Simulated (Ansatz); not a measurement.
Ligand exchange: C2H8GeO + SiH2(CH3)(OH) → CH6GeO2 + SiH2(CH3)2

Species: C2H8GeO `C[O][GeH2][CH3]`, singlet; SiH2(CH3)(OH), singlet; CH6GeO2 `C[O][GeH2][OH]`, singlet; SiH2(CH3)2 (dimethylsilane), singlet. The partners trade CH3 for OH: Ge–CH3 and Si–OH bonds give way to Ge–OH and Si–CH3.

Shapes, held fixed at every level: PBE0-D4/def2-TZVP. Flexible molecules stand in one conformer, not always the lowest. Programs: Ansatz 0.2.0. The zero-point and thermal change to 298 K, harmonic and unscaled (PBE0-D4/def2-TZVP), is -0.5 kJ/mol.

| level | kind | ΔH(298 K) (kJ/mol) | less CCSD(T)/def2-TZVPP |
| --- | --- | --- | --- |
| HF/def2-SVP | Hartree–Fock | +42.2 | -6.9 |
| HF/def2-TZVPP | Hartree–Fock | +50.9 | +1.8 |
| PBE-D4/def2-TZVPP | GGA | +43.5 | -5.6 |
| wB97M-V/def2-TZVPP | range-separated hybrid | +48.7 | -0.4 |
| MP2/def2-SVP | perturbation theory | +36.2 | -12.9 |
| MP2/def2-TZVPP | perturbation theory | +50.8 | +1.7 |
| CCSD(T)/def2-TZVPP | coupled cluster or CI | +49.1 | 0.0 |

The highest level, CCSD(T)/def2-TZVPP, gives ΔH(298 K) = +49.1 kJ/mol; the levels span +36.2 to +50.9. The column of differences is taken from that level and isn't an error. No measured value is set beside it here. Relativity is left out for Ge. Outer-core shells of Ge are correlated, in sets that cover them unevenly.
